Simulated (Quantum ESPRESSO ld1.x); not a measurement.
Trend from Ti to Hf: ionisation energy by Delta-SCF between NIST ground configurations, and size. Method: scalar-relativistic Kohn-Sham, LDA (Slater exchange, VWN5 correlation), spin-polarised, spherical densities, point nucleus; open shells are filled with parallel spins first; computed with ld1.x of Quantum ESPRESSO 7.5.

| species | configuration | configuration of the ion | IE (eV) | NIST (eV) | kind | outermost | <r> outermost (bohr) |
|---|---|---|---|---|---|---|---|
| Ti | [Ar] 3d2 4s2 | [Ar] 3d2 4s1 | 6.929 | 6.828 | exp. | 4s | 3.58 |
| Zr | [Kr] 4d2 5s2 | [Kr] 4d2 5s1 | 6.720 | 6.634 | exp. | 5s | 3.79 |
| Hf | [Xe] 4f14 5d2 6s2 | [Xe] 4f14 5d1 6s2 | 7.063 | 6.825 | exp. | 6s | 3.50 |

Reference values: NIST Atomic Spectra Database (exp. = measured, semi-emp. = semi-empirical, theory = theoretical value adopted there). Open shells are spherical and high-spin; term and fine-structure splittings are not resolved. Spin-orbit splitting is averaged out at the scalar-relativistic level.
